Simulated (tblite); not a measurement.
Species: C4H5NSSi.
SMILES with atom numbers: `[CH:1]#[C:2][C:3](=[C:4]=[S:5])[SiH2:6][NH2:7]` (hydrogens: H8 on C1; H9, H10 on Si6; H11, H12 on N7)

Computed with GFN2-xTB (tblite), gas phase: L-BFGS steps from a force-field or distance-geometry start until the largest atomic force falls under 0.01 eV/Å.

Step 9: E = -514.4317 eV
```
atom  x, y, z in Å  |  force x, y, z in eV/Å
C1      2.7241   -1.2732    0.8289   -0.087   0.052  -0.027
C2      1.8049   -0.5504    0.5445    0.142  -0.184   0.059
C3      0.7297    0.2979    0.2284    0.091  -0.120   0.000
C4      0.8270    1.5887    0.2563   -0.126   0.134  -0.022
S5      0.7786    3.1483    0.2593   -0.027   0.037  -0.009
Si6    -0.8967   -0.5444   -0.3411   -0.068  -0.033   0.000
N7     -2.2396    0.4173    0.1271    0.065  -0.008   0.081
H8      3.5329   -1.8973    1.0804   -0.123   0.079  -0.047
H9     -0.7903   -0.7327   -1.7991    0.041  -0.017   0.061
H10    -0.9674   -1.8076    0.3977   -0.047   0.104  -0.052
H11    -2.3822    1.3475   -0.2288    0.087   0.014  -0.006
H12    -3.1198    0.0054    0.3851    0.054  -0.057  -0.038
```

Step 10: E = -514.4353 eV
```
atom  x, y, z in Å  |  force x, y, z in eV/Å
C1      2.7225   -1.2741    0.8288   -0.079   0.043  -0.027
C2      1.8010   -0.5542    0.5445    0.115  -0.121   0.046
C3      0.7291    0.2999    0.2266    0.093  -0.106   0.006
C4      0.8238    1.5919    0.2596   -0.122   0.065  -0.038
S5      0.7717    3.1522    0.2559   -0.026  -0.003  -0.002
Si6    -0.8991   -0.5440   -0.3461    0.003  -0.029   0.021
N7     -2.2337    0.4203    0.1433    0.071  -0.031   0.031
H8      3.5322   -1.8986    1.0789   -0.145   0.089  -0.050
H9     -0.7820   -0.7365   -1.8057    0.012  -0.006   0.118
H10    -0.9763   -1.8027    0.4005   -0.035   0.097  -0.071
H11    -2.3714    1.3454   -0.2294    0.037   0.000   0.025
H12    -3.1168   -0.0001    0.3820    0.075   0.001  -0.059
```

Step 11: E = -514.4377 eV
```
atom  x, y, z in Å  |  force x, y, z in eV/Å
C1      2.7214   -1.2750    0.8286   -0.044   0.014  -0.017
C2      1.7990   -0.5577    0.5448    0.032  -0.013   0.013
C3      0.7306    0.3003    0.2254    0.045  -0.045   0.001
C4      0.8186    1.5939    0.2606   -0.091  -0.015  -0.039
S5      0.7673    3.1548    0.2539   -0.034  -0.037  -0.001
Si6    -0.9005   -0.5438   -0.3483    0.070   0.002   0.035
N7     -2.2295    0.4222    0.1534    0.083  -0.034  -0.004
H8      3.5302   -1.8985    1.0774   -0.098   0.048  -0.033
H9     -0.7768   -0.7388   -1.8073   -0.003  -0.002   0.123
H10    -0.9822   -1.7981    0.4007   -0.030   0.055  -0.058
H11    -2.3635    1.3441   -0.2294    0.003  -0.008   0.046
H12    -3.1135   -0.0042    0.3791    0.067   0.035  -0.065
```

Step 12: E = -514.4395 eV
```
atom  x, y, z in Å  |  force x, y, z in eV/Å
C1      2.7202   -1.2755    0.8282   -0.006  -0.017  -0.006
C2      1.7978   -0.5600    0.5452   -0.051   0.083  -0.018
C3      0.7326    0.2998    0.2246   -0.016   0.023  -0.007
C4      0.8128    1.5947    0.2601   -0.050  -0.069  -0.033
S5      0.7640    3.1560    0.2527   -0.045  -0.054  -0.003
Si6    -0.9000   -0.5434   -0.3488    0.111   0.028   0.038
N7     -2.2252    0.4231    0.1595    0.070  -0.012  -0.019
H8      3.5271   -1.8976    1.0758   -0.025  -0.012  -0.009
H9     -0.7736   -0.7404   -1.8054   -0.007  -0.003   0.091
H10    -0.9864   -1.7941    0.3995   -0.026   0.000  -0.029
H11    -2.3581    1.3433   -0.2286   -0.009  -0.009   0.056
H12    -3.1100   -0.0065    0.3761    0.054   0.044  -0.062
```

**Question.** Estimate the geometry and energy of step 13. (The exact step hangs on the optimiser's Hessian estimate; all steps are aligned on step 12, rigid shifts and turns removed.)

**Answer.** E = -514.4410 eV, largest force 0.157 eV/Å
```
atom  x, y, z in Å  |  force x, y, z in eV/Å
C1      2.7186   -1.2758    0.8276    0.018  -0.036   0.000
C2      1.7967   -0.5606    0.5454   -0.084   0.128  -0.033
C3      0.7339    0.2993    0.2238   -0.056   0.061  -0.011
C4      0.8074    1.5945    0.2591   -0.014  -0.077  -0.025
S5      0.7603    3.1557    0.2516   -0.053  -0.048  -0.005
Si6    -0.8974   -0.5427   -0.3485    0.103   0.033   0.041
N7     -2.2203    0.4234    0.1639    0.046   0.013  -0.023
H8      3.5239   -1.8970    1.0743    0.031  -0.057   0.010
H9     -0.7713   -0.7417   -1.8021   -0.005  -0.006   0.044
H10    -0.9903   -1.7909    0.3979   -0.020  -0.048  -0.001
H11    -2.3542    1.3423   -0.2267   -0.005   0.003   0.056
H12    -3.1061   -0.0073    0.3724    0.040   0.034  -0.054
```

The energy changes by -0.0015 eV. The first-order estimate −F·Δx gives -0.0021 eV and the mean of the old and new forces, exact on a quadratic surface, -0.0015 eV. The step makes an angle of 56° with the force vector and moves no atom by more than 0.007 Å.

What follows is the cost of the whole relaxation. The run took 0.79 s on one thread, Arm Neoverse N1 (aarch64), no GPU (shared host).
